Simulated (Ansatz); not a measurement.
Consider the substitution at a C–B bond: `BB(C)CCl` + HBr → `ClCBr` + `BBC`.

Isolated molecules relaxed with PBE0-D4/def2-TZVP in Ansatz; ΔE leaves out vibrations. CBS: MP2 limit from def2 TZ/QZ plus the TZ coupled-cluster correction, frozen cores. DFT in def2-TZVPP. B3LYP here is the variant with VWN-RPA as its local correlation; programs differ in this. HSE06 is defined as in plane-wave codes. For Br outer-core shells are correlated without core-valence functions, which leaves a few kJ/mol of doubt a bond. Scalar relativity is left out up to krypton. One conformer a species, not always the lowest.

| level | ΔE (kJ/mol) | difference from CCSD(T)/CBS |
| --- | --- | --- |
| LDA (SPW92) | 81.5 | 5.8 |
| PBE-D4 | 71.3 | -4.4 |
| revPBE-D4 | 71.4 | -4.3 |
| BLYP-D4 | 68.4 | -7.3 |
| r2SCAN-D4 | 75.9 | 0.2 |
| B97M-V | 77.2 | 1.5 |
| PBE0-D4 | 75.7 | 0.0 |
| B3LYP-D4 | 72.2 | -3.5 |
| r2SCANh-D4 | 76.9 | 1.2 |
| r2SCAN0-D4 | 78.4 | 2.7 |
| HSE06-D4 | 75.3 | -0.4 |
| BHLYP-D4 | 75.6 | -0.1 |
| CAM-B3LYP-D4 | 76.3 | 0.6 |
| ωB97X-V | 74.2 | -1.5 |
| ωB97M-V | 76.9 | 1.2 |
| B2PLYP | 70.1 | -5.6 |
| PBE-QIDH | 76.5 | 0.8 |
| PBE | 67.4 | -8.3 |
| revPBE | 62.1 | -13.6 |
| r2SCAN | 74.4 | -1.3 |
| B3LYP | 66.5 | -9.2 |
| r2SCANh | 75.5 | -0.2 |
| r2SCAN0 | 76.8 | 1.1 |
| BHLYP | 71.7 | -4.0 |
| LC-ωPBE | 77.1 | 1.4 |
| RPA@PBE/def2-TZVPP | 72.3 | -3.4 |
| HF/def2-SVP | 87.5 | 11.8 |
| MP2/def2-SVP | 91.2 | 15.5 |
| CCSD/def2-SVP | 92.4 | 16.7 |
| HF/def2-TZVPP | 69.8 | -5.9 |
| MP2/def2-TZVPP | 75.6 | -0.1 |
| SCS-MP2/def2-TZVPP | 71.2 | -4.5 |
| CCSD/def2-TZVPP | 76.6 | 0.9 |
| CCSD(T)/def2-TZVPP | 76.7 | 1.0 |
| HF/def2-QZVPP | 69.5 | -6.2 |
| MP2/def2-QZVPP | 74.9 | -0.8 |
| SCS-MP2/def2-QZVPP | 70.8 | -4.9 |
| HF/CBS(def2) | 69.5 | -6.2 |
| MP2/CBS(def2) | 74.5 | -1.2 |
| CCSD/CBS(def2) | 75.6 | -0.1 |
| CCSD(T)/CBS | 75.7 | 0 |

Largest T1 diagnostic among the species: 0.011.

In def2-TZVPP, CCSD(T) changes the Hartree–Fock value by +7.0 kJ/mol (the triples alone add +0.1 kJ/mol) and MP2 by +5.8 kJ/mol. From PBE to PBE0 (25 % exact exchange), in def2-TZVPP and without D4, ΔE moves by +4.7 kJ/mol.
